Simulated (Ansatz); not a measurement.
The same path of FH3OSi + H3P (10 atoms, charge 0, multiplicity 1) was run twice with different band settings. Lost on the way: Si1–F2, P7–H10. Made: Si1–P7, F2–H10.

Computed with Ansatz, RHF/def2-SVP.

Relaxed end points:

```xyz
10
Properties=species:S:1:pos:R:3
Si -0.416 0.420 -0.203
F -0.194 0.384 1.391
H 0.889 0.568 -0.849
H -1.319 1.552 -0.463
O -1.060 -0.997 -0.698
H -1.928 -1.268 -0.443
P 2.051 -3.105 1.655
H 0.887 -3.245 0.867
H 2.884 -2.713 0.582
H 1.754 -1.794 2.085
```

```xyz
10
Properties=species:S:1:pos:R:3
Si 0.321 -0.475 -0.588
F -0.948 -0.840 2.667
H 0.524 -0.744 -2.022
H 0.785 0.891 -0.258
O -1.271 -0.707 -0.260
H -1.563 -0.656 0.641
P 1.539 -1.871 0.749
H 1.482 -3.048 -0.024
H 2.836 -1.461 0.378
H -0.156 -1.284 2.639
```

Common settings: movable images 5; climbing image yes; spring 5.0 eV/Å²; optimiser quadratic models (default); start path through a guess of the saddle point; iteration limit 60; end points relaxed.

| run | force threshold |
| --- | --- |
| 1 | 0.05 eV/Å |
| 2 | 0.2 eV/Å |

What does each run give, and how far can it be trusted?

Run 1: converged after 48 iterations, highest image 3.231 eV above the first end. Neighbouring images differ by up to 2.4 eV, so the band resolves the path poorly. A vibrational analysis at the climbing image gives 2 clearly imaginary modes (665i, 80i cm⁻¹): a point of higher order. A lower path may pass nearby, or the ends, which weren't checked, may share the extra mode.
Run 2: converged after 25 iterations, highest image 3.277 eV above the first end. The threshold of 0.2 eV/Å is loose, so the images may lie well off the minimum-energy path. Neighbouring images differ by up to 2.6 eV, so the band resolves the path poorly. The order of the point at the top wasn't checked.
The orbitals stay closed-shell, which can raise the energy where a bond breaks towards radicals; this wasn't checked here.
